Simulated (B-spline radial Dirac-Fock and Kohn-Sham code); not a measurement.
# Binding energies of Ru²⁺ at several levels of theory

System: ruthenium as Ru²⁺, configuration [Kr] 4d6.

The density-functional columns are spherical, spin-unpolarised Dirac-Kohn-Sham results without Breit or QED terms: −ε is minus the orbital energy of the initial state and ΔSCF the difference of two total energies. The reference in the last column comes from relaxed Dirac-Fock hole states (ΔSCF) with Breit and QED corrections and a finite nucleus. All numbers are from a radial finite-basis atomic code, in eV; a selection of levels is shown. For the 1s level of heavy atoms much of the gap between ΔSCF and the reference is the Breit and QED part, -63.3 eV here; for other levels the error of the functional can be larger.

| level | PBE −ε | PBE ΔSCF | LDA −ε | LDA ΔSCF | Dirac-Fock |
| --- | --- | --- | --- | --- | --- |
| 1s | 21945.6 | 22234.5 | 21916.7 | 22204.7 | 22148.3 |
| 2s | 3172.1 | 3221.7 | 3168.8 | 3218.6 | 3261.8 |
| 2p1/2 | 2932.6 | 2994.3 | 2931.6 | 2993.3 | 2999.6 |
| 2p3/2 | 2801.7 | 2860.5 | 2800.9 | 2859.7 | 2870.6 |
| 3s | 575.4 | 592.9 | 574.3 | 591.9 | 619.5 |
| 3p1/2 | 482.5 | 500.3 | 482.2 | 500.0 | 517.4 |
| 3p3/2 | 460.3 | 477.6 | 460.0 | 477.4 | 494.9 |
| 3d3/2 | 295.8 | 314.4 | 296.3 | 314.8 | 314.8 |
| 3d5/2 | 291.5 | 309.9 | 291.9 | 310.3 | 310.7 |
| 4s | 96.46 | 104.7 | 96.56 | 104.8 | 111.1 |
| 4p1/2 | 68.73 | 76.61 | 68.92 | 76.79 | 78.43 |
| 4p3/2 | 65.31 | 73.07 | 65.45 | 73.19 | 75.02 |
| 4d | 24.13 | 30.62 | 24.38 | 30.85 | 28.90 |

Problem. Order the estimates of the K (1s) level by their distance from the Dirac-Fock value, nearest first.
A. PBE ΔSCF
B. LDA ΔSCF
C. PBE −ε
D. LDA −ε

Solution. B (56.3 eV), A (86.2 eV), C (202.7 eV), D (231.7 eV).

Values without a named source are computed, but for edge energies of neutral atoms, which are taken from tables.
